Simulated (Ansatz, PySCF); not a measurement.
Breaking a bond: NBe (cation, charge +1), lowest triplet found (which spin is the ground state isn't settled by this scan).

- UCCSD = Ansatz (a program for electronic structure) with CCSD on UHF/aug-cc-pVDZ, frozen core
- UKS-B3LYP/LANL2DZ = unrestricted B3LYP/LANL2DZ run with PySCF
- ROCCSD(T) = CCSD(T) on ROHF/aug-cc-pVDZ, frozen core in Ansatz

Total energies in hartree (comparable only within one method and basis):

```csv
R / Å,UCCSD,UKS-B3LYP/LANL2DZ,ROCCSD(T)
1.29,-68.75418,-68.92492,-68.75688
1.38,-68.78925,-68.95809,-68.79238
1.47,-68.80782,-68.98005,-68.81145
1.53,-68.81406,-68.98810,-68.81806
1.58,-68.81666,-68.99195,-68.82094
1.62,-68.81749,-68.99358,-68.82194
1.69,-68.81672,-68.99415,-68.82165
1.75,-68.81487,-68.99297,-68.81994
1.81,-68.81225,-68.99076,-68.81737
1.91,-68.80697,-68.98572,-68.81202
1.97,-68.80358,-68.98224,-68.80851
2.10,-68.79635,-68.97443,-68.80084
2.27,-68.78794,-68.96490,-68.79160
2.45,-68.78080,-68.95654,-68.78345
2.70,-68.77374,-68.94798,—
2.96,-68.76913,-68.94198,—
3.29,-68.76582,-68.93717,—
3.69,-68.76380,-68.93389,—
4.15,-68.76271,-68.93196,—
4.79,-68.76204,-68.93081,—
5.71,-68.76166,-68.93030,—
```

Dashes: no converged value, or the column stops at the first point that the program doubted or that broke a chosen test of continuity, which isn't proof of a fault.

The scan ran from 1.21 to 5.71 Å; beyond the distances shown full CI changes its symmetry label. The unrestricted determinant behind UCCSD is spin-contaminated at 1.69 to 5.71 Å (<S²> up to 3.0, against 2.00 for a pure triplet). The unrestricted determinant behind UKS-B3LYP/LANL2DZ is spin-contaminated at 1.75 to 5.71 Å (<S²> up to 3.0, against 2.00 for a pure triplet). The T1 diagnostic of CCSD on the restricted reference of ROCCSD(T) exceeds 0.045 at 1.62 to 2.96 Å.
